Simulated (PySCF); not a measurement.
C₂H₁₀AlN.
Geometry (PBE0-D3(BJ)/def2-SVP, Å), atoms numbered from 1 in this order:
```xyz
14
C2H10AlN angstrom
C      1.6423    0.7331   -0.1713
C      1.0452   -0.6556   -0.4023
Al    -0.6181   -1.0491    0.6139
N     -1.8404    0.5015   -0.0282
H      0.9608    1.5430   -0.4930
H      2.5866    0.9007   -0.7188
H      1.8556    0.9120    0.8961
H      0.8731   -0.8216   -1.4829
H      1.7913   -1.4229   -0.1219
H     -0.6090   -0.7023    2.1883
H     -1.5153   -2.2976    0.1337
H     -2.7486    0.4738    0.4368
H     -1.4200    1.4095    0.1758
H     -2.0100    0.4600   -1.0340
```

The calculation used PySCF, PBE0-D3(BJ)/def2-SVP geometry optimisation, gas phase.

Problem. Which atoms are bound to Al3, and at what distances?

Solution. 4 atoms: H11 1.611 Å, H10 1.612 Å, C2 1.988 Å, N4 2.076 Å. The nearest atom not counted as bound is H9, at 2.55 Å.

Problem. List the angles at Al3.

Solution. 
```
      angle  degrees  distance of the outer atoms (Å)
 C2–Al3–H11    117.8                             3.09
H10–Al3–H11    117.5                             2.75
 C2–Al3–H10    116.9                             3.07
  C2–Al3–N4    100.8                             3.13
 N4–Al3–H11     99.1                             2.82
 N4–Al3–H10     98.3                             2.81
```

Problem. What is the shape at Al3?

Solution. Distorted tetrahedral: angles from 98.3° to 117.8°; τ4 = (360° − α − β)/141° = 0.88 with α and β the two widest (0 for a square, 1 for a tetrahedron).

Problem. What are the other bond lengths?

Solution. C1–C2 1.529 Å; C1–H5, C1–H6, C1–H7 1.105 Å; C2–H8, C2–H9 1.107 Å; N4–H12, N4–H13, N4–H14 1.021 Å.

Problem. Give some angles away from the centre.

Solution. C1–C2–Al3 115.4°.

Problem. What are the rotational constants (commonest isotopes, rigid rotor)?

Solution. A = 7152, B = 3317, C = 2587 MHz: an asymmetric top.

Point group: C1 (no symmetry element, even within 0.4 Å). Charge 0, singlet. Whether it is a minimum is left open (no frequencies).

One conformer stands for the species.
